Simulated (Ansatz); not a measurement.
Compare A (`C[Si](C)(F)S`) with its isomer B (`C[SiH](S)CF`).

Isolated molecules relaxed with PBE0-D4/def2-TZVP in Ansatz; ΔE leaves out vibrations. CCSD(T)/CBS is the MP2 limit (def2-TZVPP, def2-QZVPP) plus CCSD(T) − MP2 in def2-TZVPP, frozen cores. DFT in def2-TZVPP. B3LYP here is the variant with VWN-RPA as its local correlation; programs differ in this. One conformer a species, not always the lowest.

Question: Which is lower in electronic energy at CCSD(T)/CBS, and by how much? (An estimate is asked.)

Answer: Ansatz gave: A, by 62.9 kcal/mol.

Question: Give E(B) − E(A) in kcal/mol with LDA (SPW92), B3LYP, HF/def2-TZVPP, PBE0-D4, B3LYP-D4, CCSD/def2-TZVPP, B2PLYP. (An estimate is asked.)

Answer: The calculation gave: LDA (SPW92) 59.4, B3LYP 60.0, HF/def2-TZVPP 61.9, PBE0-D4 60.1, B3LYP-D4 60.4, CCSD/def2-TZVPP 62.2, B2PLYP 61.8. None reverses the order clearly.

Question: Does the order hold for the free energy at 298.15 K (harmonic terms from PBE0-D4)? (Estimate.)

Answer: The calculation gave: Yes: G(B) − G(A) = +62.2 kcal/mol, for one conformer each.

Largest T1 diagnostic: 0.011.

From BLYP to BHLYP (50 % exact exchange), in def2-TZVPP and without D4, E(B) − E(A) moves by +3.7 kcal/mol. Leaving LDA and LC-ωPBE aside and taking each functional with its dispersion term where it has one, the values, not all of them listed here, spread over 5.2 kcal/mol, from revPBE-D4 to B97M-V. LDA lies +1.4 kcal/mol from PBE without D4.
